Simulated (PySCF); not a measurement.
Input of a run (PBE0-D3(BJ)/def2-SVP geometry optimisation, gas phase (PySCF 2.14.0)), started from GFN2-xTB:
```
{"job": {"xc": "PBE0", "basis": "def2-SVP", "d3": "d3bj", "grid": 1, "kind": "geom"}, "charge": 0, "multiplicity": 1}
C      2.603986    -1.314063    -1.874471
C      1.774798    -1.020765    -0.884518
C      1.164274     0.330951    -0.794386
O      1.640054     1.288929    -1.379564
N      0.051720     0.446811    -0.014944
C     -0.492341     1.771909     0.228096
C     -0.418540     2.158946     1.701477
C     -0.573645    -0.657310     0.640514
C     -1.122248    -1.800328    -0.166370
C     -2.058124    -0.851210     0.511325
H      3.087216    -2.272555    -1.960056
H      2.819680    -0.579946    -2.633847
H      1.548142    -1.731941    -0.105772
H     -1.530073     1.814609    -0.117221
H      0.104438     2.460077    -0.374297
H     -1.046476     1.507848     2.305609
H     -0.760838     3.182685     1.827376
H      0.606684     2.089314     2.057742
H     -0.137610    -0.904367     1.607623
H     -1.035169    -1.737940    -1.240253
H     -1.016449    -2.801248     0.223800
H     -2.612943    -0.167343    -0.110804
H     -2.601289    -1.186078     1.381835
```

Output (energies in Eh, forces in Eh/bohr):
```
step   0  E = -441.79204441  max force = 0.013306
step   1  E = -441.79445539  max force = 0.002320
step   2  E = -441.79452020  max force = 0.001646
step   3  E = -441.79451923  max force = 0.002703
step   4  E = -441.79463378  max force = 0.001149
step   5  E = -441.79468179  max force = 0.001397
step   6  E = -441.79475558  max force = 0.001300
step   7  E = -441.79481415  max force = 0.000837
step   8  E = -441.79482119  max force = 0.001011
step   9  E = -441.79484619  max force = 0.000739
step  10  E = -441.79485128  max force = 0.000364
optimisation converged
```

Q: Summarise the run.

A: The energy falls by 7.4 kJ/mol over 11 energy and gradient evaluations, the largest force component goes from 0.0133 to 3.6e-04 Eh/bohr, and the atoms move by 0.231 Å rms after alignment. Among the bonds, C1–H11 and C1–H12 change most and about equally (+0.016 Å). Bonds longer at the end by more than 0.005 Å: 16 of 23; shorter: 1. Among the dihedrals that turn most is H13–C2–C3–N5, from -21° to -4°. The energy never rose by more than 1e-6 Eh on the way. The first step brought 86 % of the lowering.

Q: What are the final bond lengths?

A: C1=C2 1.335 Å, C2–C3 1.495 Å, C3=O4 1.219 Å, C3–N5 1.377 Å, N5–C6 1.453 Å, C6–C7 1.520 Å, N5–C8 1.430 Å, C8–C9 1.502 Å, C9–C10 1.494 Å, C8–C10 1.502 Å, C1–H11 1.092 Å, C1–H12 1.094 Å, C2–H13 1.091 Å, C6–H14 1.102 Å, C6–H15 1.097 Å, C7–H16 1.101 Å, C7–H17 1.101 Å, C7–H18 1.101 Å, C8–H19 1.099 Å, C9–H20 1.093 Å, C9–H21 1.093 Å, C10–H22 1.092 Å, C10–H23 1.092 Å. Numbering counts from 1 in the input's order; the species is `C(=O)(C=C)N(CC)C1CC1`.

The run used 205 basis functions and 81 SCF cycles in all. On Arm Neoverse V2, one thread, no GPU (shared host), this took 3.7 min wall.

PBE0-D3(BJ)/def2-SVP frequencies: not computed here. The numbers are those of one conformer.
